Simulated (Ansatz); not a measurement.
Job for Ansatz (a first-principles code): R-CCSD(T)/cc-pVDZ on GeH5N (SMILES [NH2][GeH3]), a point of a torsion scan. The run froze 15 orbitals, filled d shells among them.

Ansatz 0.2 input:
```yaml
crystal:
  periodic: [false, false, false]
  atoms:
    - {symbol: N, position_ang: [1.08127865, -0.15611322, 0.22427663]}
    - {symbol: Ge, position_ang: [-0.68974662, 0.12919884, 0.00566512]}
    - {symbol: H, position_ang: [1.68315199, 0.65094695, 0.13402547]}
    - {symbol: H, position_ang: [1.48492081, -0.90784142, -0.31776310]}
    - {symbol: H, position_ang: [-1.09383558, 0.68139136, -1.33756521]}
    - {symbol: H, position_ang: [-1.34860268, -1.19132614, 0.21283530]}
    - {symbol: H, position_ang: [-1.08330179, 1.10454216, 1.06271768]}
basis:
  gaussian:
    orbitals: cc-pVDZ
magnetization: {spin_polarized: false}
correlation: {method: ccsd_t, electrons: outside_noble_gas}
scf: {lower_state_search: off}
```

It printed:

```
WARN ansatz: RAYON_NUM_THREADS=1 ignored (pool sized by the plan → 1); use --threads N
Functional definition: HF
these checks for a lower state are left out or cut short: stability, starts, cluster_reference, orbital_swaps, neighbouring_geometries, increment
integrals: 0.04 GiB planned
676 factors; integrals over basis functions are off by at most 1.1e-3 eV
mean field: 0.12 GiB planned
mean field evaluation 1: about -58031.5211 eV, gradient 2.9e1 eV
mean field evaluation 2: about -58031.5291 eV, gradient 2.9e1 eV
mean field evaluation 4: about -58033.4263 eV, gradient 2.1e0 eV
mean field evaluation 8: about -58033.4431 eV, gradient 3.2e-4 eV
mean field -58033.44311494 eV, -2132.6896979933 hartree, gradient 2.4e-6 eV, S^2 0.000000; 0 other end points of the search recorded, 0 dependent functions left out
15 core orbitals not correlated
reference -58033.44311494 eV, -2132.6896979933 hartree; 7, 7 occupied and 44, 44 virtual orbitals, 676 factors
second order -7.61262987 eV of doubles, -0.00000000 eV of singles
coupled cluster: 0.11 GiB planned
cycle   1  -8.22541340 eV  change   -6.1e-1 eV  update   6.4e-2
cycle   2  -8.49119017 eV  change   -2.7e-1 eV  update   2.0e-2
cycle   3  -8.52604993 eV  change   -3.5e-2 eV  update   7.2e-3
cycle   4  -8.52409266 eV  change    2.0e-3 eV  update   2.0e-3
cycle   5  -8.52421770 eV  change   -1.3e-4 eV  update   6.9e-4
cycle   6  -8.52412414 eV  change    9.4e-5 eV  update   2.2e-4
cycle   7  -8.52406872 eV  change    5.5e-5 eV  update   7.8e-5
cycle   8  -8.52407777 eV  change   -9.1e-6 eV  update   3.2e-5
cycle   9  -8.52407717 eV  change    6.0e-7 eV  update   9.6e-6
perturbative correction -0.18631118 eV, -0.0068468095 hartree
Total energy: -58042.15350328 eV, -2133.0097988609 hartree
Checks for a lower state left out: stability, starts, cluster_reference, orbital_swaps, neighbouring_geometries, increment
```

The calculation finished and met its thresholds.

Cost: about 2.2 core-seconds (a rough figure).
